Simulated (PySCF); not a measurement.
SrTl and its ions

PBE0; Sr def2-SVP with ECP28, Tl def2-SVP with ECP60; scalar-relativistic core potentials (PySCF 2.14). Neutral (UKS): doublet (π ↑), Re = 3.462 Å, ωe = 82.1 cm⁻¹, De = 0.54 eV, HOMO -3.43 eV, LUMO -2.00 eV.

SrTl⁺ (UKS): singlet (closed shell), Re = 3.832 Å, ωe = 71.6 cm⁻¹. The energies at the minima are -203.18264 hartree for SrTl and -203.01189 for SrTl⁺.

**Question.** Work out the adiabatic ionisation energy, without and with harmonic zero-point energies (1 hartree = 27.2114 eV, 1 eV = 8065.5 cm⁻¹), and the change of the bond length.

**Answer.** At PBE0: 0.17075 hartree = 4.646 eV between the minima; the zero-point term (71.6 − 82.1)/2 cm⁻¹ = -0.001 eV makes it 4.646 eV. Re changes by +37.0 pm against the neutral. The electron leaves a π orbital, and the longer bond of the ion fits a bonding orbital, or a change in how ionic the bond is.

Closed-shell solutions of metal pairs were not tested for spin polarisation, which can lower them a little. Spin–orbit coupling is left out, which matters for elements this heavy, above all for dissociation energies. States were picked by a PBE0 search and need not be the measured ground states.
